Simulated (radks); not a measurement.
Spherical jellium clusters: N electrons in a uniform positive sphere of charge N and radius rs N^(1/3), rs = 3.45 bohr. Calculated with a radial shooting solver with Libxc functionals: non-relativistic Kohn-Sham, LDA (Slater exchange, Perdew-Wang correlation), spin-polarised, spherical densities. Levels are named by radial order and angular momentum (1s, 1p, 1d, 2s, ...), and open shells are averaged over m.

N = 7, configuration 1s2 1p(up 3, down 2). This is the lowest configuration that the search found. Occupied and some empty levels:

| level | occupation | eigenvalue (eV) | <r> (bohr) |
|---|---|---|---|
| 1s up | 1 | -5.3119 | 4.475 |
| 1s down | 1 | -5.0897 | 4.487 |
| 1p up | 3 | -3.5561 | 5.592 |
| 1p down | 2 | -3.3448 | 5.652 |
| 1d up | 0 | -1.5900 | 6.827 |
| 1d down | 0 | -1.4241 | 6.960 |
| 2s up | 0 | -1.2796 | 7.403 |
| 2s down | 0 | -1.1808 | 7.579 |

Energy (eV): total -11.5883, kinetic 15.032, external -233.74, Hartree 113.25, exchange-correlation -27.352, background 121.22.
